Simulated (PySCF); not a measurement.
# Working out the excitation energy of Se⁺

Se⁺ [Ar] 3d10 4s2 4p3 (4S) → Se⁺ [Ar] 3d10 4s2 4p2 4d1 (high-spin determinant). Computed with PySCF 2.14 in aug-cc-pVDZ-DK (6s5p3d, 36 functions), with scalar relativity by spin-free X2C-1e. Frozen: [Ar] 3d10. Energies in hartree (1 hartree = 27.21139 eV):

```csv
part,Se⁺ (lower),Se⁺ (upper)
UHF,-2427.647810,-2427.128553
CCSD correlation,-0.072142,-0.075606
(T),-0.000822,-0.009310
```

Q: What does Hartree-Fock give?

A: (-2427.128553) − (-2427.647810) = 0.519257 hartree = 14.130 eV.

Q: What do CCSD and CCSD(T) give?

A: The CCSD correlation energies differ by -0.003464 hartree = -0.094 eV and the triples by -0.008488 hartree = -0.231 eV, so CCSD gives 14.036 eV and CCSD(T) 13.805 eV.

One determinant mixes LS terms, so it does not stand for a single term.

A double-zeta basis recovers only part of the correlation energy.

The coupled-cluster amplitudes are large, so a single reference is strained.
